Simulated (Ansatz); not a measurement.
Geometry optimisation of C$_{4}$H$_{10}$Al$_{2}$Cl$_{4}$, SMILES `C[CH2][Al@-]1([Cl])[Cl+][Al@@-]([Cl])([CH2]C)[Cl+]1`.

```yaml
crystal:
  periodic: [false, false, false]
  atoms:
    - {symbol: C, position_ang: [0.459790, -2.139340, -2.499670]}
    - {symbol: C, position_ang: [0.174010, -0.790410, -3.182280]}
    - {symbol: Al, position_ang: [0.176840, 0.787200, -1.954390]}
    - {symbol: Cl, position_ang: [0.209540, 2.761780, -2.428390]}
    - {symbol: Cl, position_ang: [1.640450, 0.339480, -0.333940]}
    - {symbol: Al, position_ang: [0.034410, -0.127860, 1.139280]}
    - {symbol: Cl, position_ang: [-0.097860, -2.109100, 1.567230]}
    - {symbol: C, position_ang: [0.103360, 1.384850, 2.443220]}
    - {symbol: C, position_ang: [-0.810280, 1.190950, 3.664590]}
    - {symbol: Cl, position_ang: [-1.439440, 0.394970, -0.459870]}
    - {symbol: H, position_ang: [0.319930, -2.966260, -3.194970]}
    - {symbol: H, position_ang: [-0.206700, -2.294490, -1.649880]}
    - {symbol: H, position_ang: [1.483540, -2.177980, -2.131890]}
    - {symbol: H, position_ang: [-0.801380, -0.863550, -3.683710]}
    - {symbol: H, position_ang: [0.887740, -0.659840, -4.005190]}
    - {symbol: H, position_ang: [1.130270, 1.509410, 2.817550]}
    - {symbol: H, position_ang: [-0.140290, 2.349760, 1.977000]}
    - {symbol: H, position_ang: [-0.584390, 0.249700, 4.164370]}
    - {symbol: H, position_ang: [-1.856540, 1.162660, 3.364870]}
    - {symbol: H, position_ang: [-0.683000, 1.998060, 4.386060]}
basis:
  gaussian: {orbitals: def2-TZVP}
hamiltonian: {xc: pbe0, dispersion: d4}
relax: {f_tol: 0.005, max_steps: 150}
```

```sh
$ ansatz run in.yaml --threads 4 --pin off --events-out ev --progress --plain --max-ram 46080MiB --backend cuda --devices 0, --max-vram 37GiB
```

It prints (some lines left out):

```
Functional definition: PBE0
mean field -67580.51483071 eV, -2483.5381123103 hartree, gradient 1.7e-5 eV, S^2 0.000000; 0 other end points of the search recorded, 0 dependent functions left out
relax step   1: F+E_penalty+E_count = -67581.16401262 eV  Δ(F+E_penalty+E_count) = +0.000e0 eV  max|allowed force component| = 2.040e0 eV/Å  Δτ_max = 0.0000 Å  (29 SCF iters, accepted)
mean field -67580.79689813 eV, -2483.5484780968 hartree, gradient 1.1e-5 eV, S^2 0.000000; 0 other end points of the search recorded, 0 dependent functions left out
relax step   2: F+E_penalty+E_count = -67581.44112583 eV  Δ(F+E_penalty+E_count) = -2.771e-1 eV  max|allowed force component| = 7.430e-1 eV/Å  Δτ_max = 0.1391 Å  (30 SCF iters, accepted)
mean field -67580.84619439 eV, -2483.5502897009 hartree, gradient 8.5e-6 eV, S^2 0.000000; 0 other end points of the search recorded, 0 dependent functions left out
relax step   3: F+E_penalty+E_count = -67581.48564354 eV  Δ(F+E_penalty+E_count) = -4.452e-2 eV  max|allowed force component| = 1.352e-1 eV/Å  Δτ_max = 0.0655 Å  (30 SCF iters, accepted)
mean field -67580.85293275 eV, -2483.5505373313 hartree, gradient 8.3e-6 eV, S^2 0.000000; 0 other end points of the search recorded, 0 dependent functions left out
relax step   4: F+E_penalty+E_count = -67581.49057496 eV  Δ(F+E_penalty+E_count) = -4.931e-3 eV  max|allowed force component| = 4.729e-2 eV/Å  Δτ_max = 0.0432 Å  (31 SCF iters, accepted)
mean field -67580.84288283 eV, -2483.5501680033 hartree, gradient 8.4e-6 eV, S^2 0.000000; 0 other end points of the search recorded, 0 dependent functions left out
relax step   5: F+E_penalty+E_count = -67581.47920518 eV  Δ(F+E_penalty+E_count) = +1.137e-2 eV  max|allowed force component| = 3.442e-1 eV/Å  Δτ_max = 0.0933 Å  (30 SCF iters, rejected (line search))
mean field -67580.85570672 eV, -2483.5506392728 hartree, gradient 8.4e-6 eV, S^2 0.000000; 0 other end points of the search recorded, 0 dependent functions left out
relax step   6: F+E_penalty+E_count = -67581.49326256 eV  Δ(F+E_penalty+E_count) = -2.688e-3 eV  max|allowed force component| = 2.604e-2 eV/Å  Δτ_max = 0.0465 Å  (30 SCF iters, accepted)
mean field -67580.86031511 eV, -2483.5508086281 hartree, gradient 8.5e-6 eV, S^2 0.000000; 0 other end points of the search recorded, 0 dependent functions left out
relax step   7: F+E_penalty+E_count = -67581.49729664 eV  Δ(F+E_penalty+E_count) = -4.034e-3 eV  max|allowed force component| = 3.994e-2 eV/Å  Δτ_max = 0.0973 Å  (30 SCF iters, accepted)
mean field -67580.86258755 eV, -2483.5508921387 hartree, gradient 8.7e-6 eV, S^2 0.000000; 0 other end points of the search recorded, 0 dependent functions left out
relax step   8: F+E_penalty+E_count = -67581.49952677 eV  Δ(F+E_penalty+E_count) = -2.230e-3 eV  max|allowed force component| = 1.331e-1 eV/Å  Δτ_max = 0.1466 Å  (29 SCF iters, accepted)
mean field -67580.86368231 eV, -2483.5509323701 hartree, gradient 8.5e-6 eV, S^2 0.000000; 0 other end points of the search recorded, 0 dependent functions left out
relax step   9: F+E_penalty+E_count = -67581.50093635 eV  Δ(F+E_penalty+E_count) = -1.410e-3 eV  max|allowed force component| = 8.516e-2 eV/Å  Δτ_max = 0.0307 Å  (31 SCF iters, accepted)
mean field -67580.86314095 eV, -2483.5509124757 hartree, gradient 8.4e-6 eV, S^2 0.000000; 0 other end points of the search recorded, 0 dependent functions left out
relax step  10: F+E_penalty+E_count = -67581.50255553 eV  Δ(F+E_penalty+E_count) = -1.619e-3 eV  max|allowed force component| = 5.608e-2 eV/Å  Δτ_max = 0.0550 Å  (30 SCF iters, accepted)
mean field -67580.86377360 eV, -2483.5509357250 hartree, gradient 8.3e-6 eV, S^2 0.000000; 0 other end points of the search recorded, 0 dependent functions left out
relax step  11: F+E_penalty+E_count = -67581.50296475 eV  Δ(F+E_penalty+E_count) = -4.092e-4 eV  max|allowed force component| = 7.288e-2 eV/Å  Δτ_max = 0.0508 Å  (30 SCF iters, accepted)
mean field -67580.86388819 eV, -2483.5509399362 hartree, gradient 8.3e-6 eV, S^2 0.000000; 0 other end points of the search recorded, 0 dependent functions left out
relax step  12: F+E_penalty+E_count = -67581.50371653 eV  Δ(F+E_penalty+E_count) = -7.518e-4 eV  max|allowed force component| = 3.634e-2 eV/Å  Δτ_max = 0.0391 Å  (31 SCF iters, accepted)
mean field -67580.86396374 eV, -2483.5509427126 hartree, gradient 8.3e-6 eV, S^2 0.000000; 0 other end points of the search recorded, 0 dependent functions left out
relax step  13: F+E_penalty+E_count = -67581.50394781 eV  Δ(F+E_penalty+E_count) = -2.313e-4 eV  max|allowed force component| = 2.592e-2 eV/Å  Δτ_max = 0.0093 Å  (31 SCF iters, accepted)
mean field -67580.86391656 eV, -2483.5509409789 hartree, gradient 8.2e-6 eV, S^2 0.000000; 0 other end points of the search recorded, 0 dependent functions left out
relax step  14: F+E_penalty+E_count = -67581.50402171 eV  Δ(F+E_penalty+E_count) = -7.390e-5 eV  max|allowed force component| = 2.296e-2 eV/Å  Δτ_max = 0.0097 Å  (31 SCF iters, accepted)
mean field -67580.86383598 eV, -2483.5509380177 hartree, gradient 8.2e-6 eV, S^2 0.000000; 0 other end points of the search recorded, 0 dependent functions left out
relax step  15: F+E_penalty+E_count = -67581.50413164 eV  Δ(F+E_penalty+E_count) = -1.099e-4 eV  max|allowed force component| = 7.307e-3 eV/Å  Δτ_max = 0.0203 Å  (32 SCF iters, accepted)
mean field -67580.86384339 eV, -2483.5509382900 hartree, gradient 8.2e-6 eV, S^2 0.000000; 0 other end points of the search recorded, 0 dependent functions left out
relax step  16: F+E_penalty+E_count = -67581.50415423 eV  Δ(F+E_penalty+E_count) = -2.259e-5 eV  max|allowed force component| = 4.045e-3 eV/Å  Δτ_max = 0.0074 Å  (31 SCF iters, accepted)
mean field -67580.86388051 eV, -2483.5509396538 hartree, gradient 8.2e-6 eV, S^2 0.000000; 0 other end points of the search recorded, 0 dependent functions left out
relax step  17: F+E_penalty+E_count = -67581.50416561 eV  Δ(F+E_penalty+E_count) = -1.138e-5 eV  max|allowed force component| = 4.907e-3 eV/Å  Δτ_max = 0.0050 Å  (33 SCF iters, accepted)
mean field -67580.86406441 eV, -2483.5509464122 hartree, gradient 8.3e-6 eV, S^2 0.000000; 0 other end points of the search recorded, 0 dependent functions left out
relax step  18: F+E_penalty+E_count = -67581.50417702 eV  Δ(F+E_penalty+E_count) = -1.141e-5 eV  max|allowed force component| = 4.740e-3 eV/Å  Δτ_max = 0.0054 Å  (32 SCF iters, accepted)
mean field -67580.86406441 eV, -2483.5509464122 hartree, gradient 8.3e-6 eV, S^2 0.000000; 1 other end points of the search recorded, 0 dependent functions left out
Total energy: -67581.50422426 eV, -2483.5744718526 hartree
Atom 0 at     0.303697    -2.180461    -2.533374 Å, force     0.000137    -0.000473     0.000898 eV/Å
Atom 1 at     0.166844    -0.800635    -3.176411 Å, force     0.001322     0.003159     0.000663 eV/Å
Atom 2 at     0.102461     0.680081    -1.930157 Å, force    -0.000968    -0.002869    -0.001038 eV/Å
Atom 3 at    -0.089612     2.696321    -2.482069 Å, force    -0.000003     0.001957    -0.000925 eV/Å
Atom 4 at     1.832793     0.541025    -0.428588 Å, force     0.004343    -0.000957    -0.001374 eV/Å
Atom 5 at     0.320820     0.020257     1.203928 Å, force    -0.000389     0.003868     0.004740 eV/Å
Atom 6 at     0.496966    -2.034630     1.606571 Å, force     0.000314    -0.000561     0.000485 eV/Å
Atom 7 at     0.248087     1.377909     2.582313 Å, force     0.002874    -0.002094    -0.002693 eV/Å
Atom 8 at    -0.929128     1.212239     3.545282 Å, force    -0.003566    -0.000042     0.004025 eV/Å
Atom 9 at    -1.418565     0.271145    -0.266190 Å, force    -0.003953    -0.001183    -0.000268 eV/Å
Atom 10 at     0.336269    -2.973384    -3.285638 Å, force    -0.000108     0.000347    -0.000119 eV/Å
Atom 11 at    -0.532213    -2.401922    -1.865091 Å, force     0.000368     0.000480    -0.000576 eV/Å
Atom 12 at     1.215761    -2.262289    -1.936817 Å, force     0.000191     0.000221    -0.000285 eV/Å
Atom 13 at    -0.737834    -0.752077    -3.794515 Å, force    -0.000609     0.000369     0.000141 eV/Å
Atom 14 at     0.997997    -0.613714    -3.867248 Å, force    -0.000380    -0.001333    -0.000249 eV/Å
Atom 15 at     1.195360     1.352797     3.134042 Å, force    -0.001538    -0.000236    -0.000000 eV/Å
Atom 16 at     0.212061     2.359401     2.096075 Å, force    -0.000692    -0.001421    -0.000639 eV/Å
Atom 17 at    -0.899728     0.246735     4.056888 Å, force     0.000729     0.000285    -0.001124 eV/Å
Atom 18 at    -1.889251     1.273158     3.024958 Å, force     0.001801     0.000632     0.000495 eV/Å
Atom 19 at    -0.932786     1.988034     4.316030 Å, force     0.000127    -0.000151    -0.002156 eV/Å
Dipole moment:     0.008607     0.000928     0.027443 e Å
```

It took 51 s on 4 threads of an AMD EPYC 7R13 on a shared host and a share of an NVIDIA H100 80 GB, with 1.2 GiB of host memory at the peak.
